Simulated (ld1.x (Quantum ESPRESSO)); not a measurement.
Scattering properties, PAW potential for boron

ld1.x (Quantum ESPRESSO) 7.5 input, shortened:

```
&input
   title='B', zed=5., rel=0, dft='PBE', iswitch=3,
   config='[He] 2s2 2p1'
 /
 &inputp
   pseudotype=3, lpaw=.true., tm=.true., lloc=-2, rcloc=3.50,
   nlcc=.true., new_core_ps=.true., rcore=0.90,
   which_augfun='BESSEL', rmatch_augfun=1.05
 /
4
2S  1  0   2.00   0.00  1.35  1.65  0.0
2S  1  0   0.00   2.15  1.35  1.65  0.0
2P  2  1   1.00   0.00  3.30  4.55  0.0
2P  2  1   0.00   1.50  3.30  4.55  0.0
 &test
   configts(1)='2s2 2p1'
 /
```

The phase is arctan(r·u′/u) with u = r·R(r), unwrapped; energies in Ry, scanned from -3 to 5 Ry. A pole is an energy at which the radial function vanishes at the test radius. The pseudo phase is shifted by a multiple of π to meet the all-electron one at the reference energy, and phase errors are pseudo minus all-electron; the curves can meet again beyond the range given. Levels narrower than the energy grid can be missing from the lists of poles.

For each channel, where are the poles, and over which energies does the pseudopotential scatter like the atom?

| channel | radius (bohr) | reference energy (Ry) | poles, all-electron | poles, pseudo | unbroken range about the reference energy with phases within 0.05 rad | phase error 1 Ry above the reference energy (rad) |
| --- | --- | --- | --- | --- | --- | --- |
| s | 4.94 | -0.69 | -0.68, 0.87, 3.16 | -0.68, 0.86, 3.14 | below 4.1 | -0.016 |
| p | 4.94 | -0.27 | -0.22, 1.05, 3.14 | -0.21, 1.14, 4.24 | -0.3 to -0.1 | +0.318 |

Phases in the s channel:

| E (Ry) | all-electron | pseudo |
| --- | --- | --- |
| -3.00 | 1.450 | 1.450 |
| -2.52 | 1.439 | 1.439 |
| -2.04 | 1.423 | 1.423 |
| -1.56 | 1.398 | 1.398 |
| -1.08 | 1.352 | 1.352 |
| -0.60 | -1.764 | -1.765 |
| -0.12 | -2.082 | -2.085 |
| 0.36 | -4.276 | -4.287 |
| 0.84 | -4.702 | -4.705 |
| 1.32 | -4.864 | -4.866 |
| 1.80 | -5.560 | -5.567 |
| 2.28 | -7.629 | -7.629 |
| 2.76 | -7.795 | -7.796 |
| 3.24 | -7.864 | -7.867 |
| 3.72 | -7.926 | -7.937 |
| 4.20 | -8.046 | -8.117 |
| 4.68 | -9.544 | -10.552 |
